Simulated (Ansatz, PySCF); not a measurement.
System: dihydroxy(dimethoxy)silane, C₂H₈O₄Si (charge 0, singlet). 
Coordinates optimised at B3LYP-D3(BJ)/def2-TZVP (Ansatz, an electronic-structure program):
```
Si
O 1 1.6292
C 2 1.4219 1 124.35
H 3 1.0896 2 107.91 1 -175.89
H 3 1.0921 4 109.20 2 -120.75
H 3 1.0934 4 108.84 5 -118.76
O 1 1.6292 2 114.80 3 -69.16
C 7 1.4219 1 124.35 2 -69.16
H 8 1.0896 7 107.91 1 -175.89
H 8 1.0921 9 109.20 7 -120.75
H 8 1.0934 9 108.84 10 -118.76
O 1 1.6353 2 106.67 3 172.44
H 12 0.9600 1 117.40 2 -37.58
O 1 1.6353 2 107.05 3 49.03
H 14 0.9600 1 117.40 2 -160.94
```
Charge 0, spin multiplicity 1.

Dipole moments at this geometry, in debye (magnitudes).

```json
[
 {"level": "HF/def2-TZVPD", "program": "PySCF", "dipole (D)": "0.69"},
 {"level": "PBE/def2-TZVPD", "program": "Ansatz", "dipole (D)": "0.52"},
 {"level": "BLYP/def2-TZVPD", "program": "Ansatz", "dipole (D)": "0.55"},
 {"level": "revPBE/def2-TZVPD", "program": "Ansatz", "dipole (D)": "0.50"},
 {"level": "B97M-V/def2-TZVPD", "program": "Ansatz", "dipole (D)": "0.50"},
 {"level": "TPSSh/def2-TZVPD", "program": "PySCF", "dipole (D)": "0.57"},
 {"level": "r2SCANh/def2-TZVPD", "program": "Ansatz", "dipole (D)": "0.55"},
 {"level": "r2SCAN0/def2-TZVPD", "program": "Ansatz", "dipole (D)": "0.58"},
 {"level": "M06-2X/def2-TZVPD", "program": "PySCF", "dipole (D)": "0.62"},
 {"level": "HSE06/def2-TZVPD", "program": "Ansatz", "dipole (D)": "0.57"},
 {"level": "LC-wPBE/def2-TZVPD", "program": "Ansatz", "dipole (D)": "0.64"},
 {"level": "wB97M-V/def2-TZVPD", "program": "Ansatz", "dipole (D)": "0.59"},
 {"level": "wB97X-V/def2-TZVPD", "program": "Ansatz", "dipole (D)": "0.62"},
 {"level": "CCSD(T)/aug-cc-pV(D+d)Z", "program": "Ansatz", "dipole (D)": "0.61"}
]
```
